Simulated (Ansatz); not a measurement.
Basis sets compared for W(NH)2Br2 (WBr2N2H2). The state is a singlet with charge 0. Geometry PBE-D4/def2-SVP. Ansatz on 2 threads of AMD EPYC 7R13 on a shared host; times are rough, and most runs start from earlier orbitals.

| atom | x (Å) | y (Å) | z (Å) |
| --- | --- | --- | --- |
| W1 | -0.118 | 0.383 | -0.246 |
| N2 | -1.257 | -0.731 | 0.495 |
| H3 | -1.520 | -1.561 | 1.037 |
| N4 | 1.527 | -0.148 | 0.069 |
| H5 | 2.239 | -0.773 | 0.460 |
| Br6 | -0.404 | 2.554 | 0.853 |
| Br7 | -0.467 | 0.277 | -2.668 |

In the def2 sets W takes a core potential; there is no spin–orbit coupling. The restricted singlet is unstable towards broken spin symmetry in Hartree–Fock (as tested in another run); at PBE-D4/def2-SVP, PBE-D4/def2-TZVPD, r2SCANh-D4/def2-TZVP, r2SCANh-D4/def2-TZVPD and others this wasn't settled.

```csv
level,functions,energy (Eh),HOMO (eV),LUMO (eV),wall time
PBE-D4/def2-SVP,134,-5324.7320,-6.71,-3.18,2.1 s
PBE-D4/def2-TZVP (with forces),210,-5325.5015,-6.79,-3.32,4.3 s
r2SCANh-D4/def2-TZVP,210,-5326.2544,-7.58,-3.03,9.5 s
PBE0-D4/def2-SVP,134,-5324.8339,-8.06,-2.56,3.6 s
PBE0-D4/def2-TZVP,210,-5325.6057,-8.08,-2.65,6.5 s
```

Question: Estimate the rows for PBE-D4/def2-TZVPD, r2SCANh-D4/def2-TZVPD, PBE0-D4/def2-TZVPD.

Answer: 
| level | functions | energy (Eh) | HOMO (eV) | LUMO (eV) | wall time |
| --- | --- | --- | --- | --- | --- |
| PBE-D4/def2-TZVPD | 249 | -5325.5037 | -6.83 | -3.38 | 6 s |
| r2SCANh-D4/def2-TZVPD | 249 | -5326.2560 | -7.60 | -3.05 | 13 s |
| PBE0-D4/def2-TZVPD | 249 | -5325.6076 | -8.11 | -2.70 | 9 s |
